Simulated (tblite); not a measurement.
Compound: C₄H₉FNSi (doublet state).
Numbering: `[CH3:1][Si@@H:2]([F:3])[CH2:4][CH2:5][CH:6]=[N:7]` (hydrogens: H8, H9, H10 on C1; H11 on Si2; H12, H13 on C4; H14, H15 on C5; H16 on C6)

A start from a force field or distance geometry was refined with GFN2-xTB geometry optimisation, gas phase (tblite 0.8.0). Values at the start:

```json
{"coordinate": "C1–Si2", "start": "1.847 Å"}
{"coordinate": "C1–H8", "start": "1.092 Å"}
{"coordinate": "Si2–F3", "start": "1.614 Å"}
{"coordinate": "Si2–C4", "start": "1.875 Å"}
{"coordinate": "Si2–H11", "start": "1.475 Å"}
{"coordinate": "C4–C5", "start": "1.543 Å"}
{"coordinate": "C4–H12", "start": "1.086 Å"}
{"coordinate": "C4–H13", "start": "1.082 Å"}
{"coordinate": "C5–C6", "start": "1.497 Å"}
{"coordinate": "C5–H14", "start": "1.087 Å"}
{"coordinate": "C5–H15", "start": "1.087 Å"}
{"coordinate": "C6=N7", "start": "1.457 Å"}
{"coordinate": "C6–H16", "start": "1.103 Å"}
{"coordinate": "C1–Si2–F3", "start": "108.1°"}
{"coordinate": "C1–Si2–C4", "start": "112.1°"}
{"coordinate": "Si2–C4–C5", "start": "114.9°"}
{"coordinate": "F3–Si2–C4", "start": "107.0°"}
{"coordinate": "C4–C5–C6", "start": "108.9°"}
{"coordinate": "C5–C6–N7", "start": "120.9°"}
{"coordinate": "C1–Si2–C4–C5", "start": "-61°"}
{"coordinate": "C4–C5–C6–N7", "start": "-110°"}
```

Question: How do these coordinates change at the GFN2-xTB level?

Answer: 
```csv
coordinate,GFN2-xTB (Å or °),change
C6=N7,1.217,-0.240
C1–Si2,1.890,+0.043
Si2–C4,1.909,+0.034
C5–C6,1.525,+0.028
C4–C5,1.523,-0.020
Si2–H11,1.457,-0.018
C4–H13,1.090,+0.008
Si2–F3,1.620,+0.006
C4–H12,1.092,+0.006
C5–H14,1.092,+0.005
C1–H8,1.087,-0.005
C6–H16,1.099,-0.004
C5–H15,1.090,+0.003
C5–C6–N7,126.3,+5.4
Si2–C4–C5,112.3,-2.6
F3–Si2–C4,105.4,-1.6
C4–C5–C6,110.3,+1.4
C1–Si2–F3,107.6,-0.5
C1–Si2–C4,112.1,0.0
C4–C5–C6–N7,-116,-6
C1–Si2–C4–C5,-59,+2
```

The energy falls by 143.8 kJ/mol over 58 L-BFGS steps, the largest force on an atom goes from 9.08 to 0.010 eV/Å, and the atoms move by 0.098 Å rms after alignment. The bond that changes most is C6=N7 (ends: carbon bonded to C, N and H; nitrogen bonded to C), which shortens by 0.240 Å. Bonds longer at the end by more than 0.005 Å: 6 of 15; shorter: 5. Rotational constants go from 4230, 956.5, 874.8 to 4257, 967.3, 890.0 MHz.

Hardware: an AMD EPYC 7R43 with one thread, shared host with 256 logical CPUs at a one-minute load of 67. Cost: 0.44 s.

Its GFN2-xTB frequencies are all real (lowest 38 cm⁻¹). 3 starts were optimised and ended at 0.00, 0.13 and 0.31 kcal/mol (GFN2-xTB); the lowest of these is shown.

The values belong to the conformer `[CH3:1][Si@@H:2]([F:3])[CH2:4][CH2:5][CH:6]=[N:7]`: C1–Si2–C4–C5 -59°, Si2–C4–C5–C6 -179°, C4–C5–C6–N7 -116°.

All values are computed, not measured.
